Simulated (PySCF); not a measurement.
Stepwise substitution at one centre (Al SH-H). All species are isolated molecules in the gas phase. One relaxed conformer stands for each flexible species; it need not be the lowest. Strings in code marks are SMILES.

The numbers are results of PySCF with PBE-D3(BJ)/def2-TZVP // TPSSh-D3(BJ)/def2-TZVP, not measurements. All candidates: neutral, multiplicity 1. Excitations are Tamm–Dancoff values on a coarser integration grid. The basis has no diffuse functions, so Rydberg states are missing or too high.

| Quantity | Value |
|---|---|
| LUMO | -1.79 eV |
| HOMO–LUMO gap | 4.71 eV |
| S1 excitation (TDA) | 5.20 eV |

Problem. Which member has these values?
(A) `[SH][AlH][SH]` (H–S–Al–S torsion 0°, S–Al–S–H torsion 0°)
(B) `[AlH2][SH]`
(C) `[SH][Al]([SH])[SH]`

Solution. A, `[SH][AlH][SH]` (H–S–Al–S torsion 0°, S–Al–S–H torsion 0°). The others give `[SH][Al]([SH])[SH]`: -1.50 eV, 5.01 eV, 5.06 eV; `[AlH2][SH]`: -2.16 eV, 4.51 eV, 5.11 eV
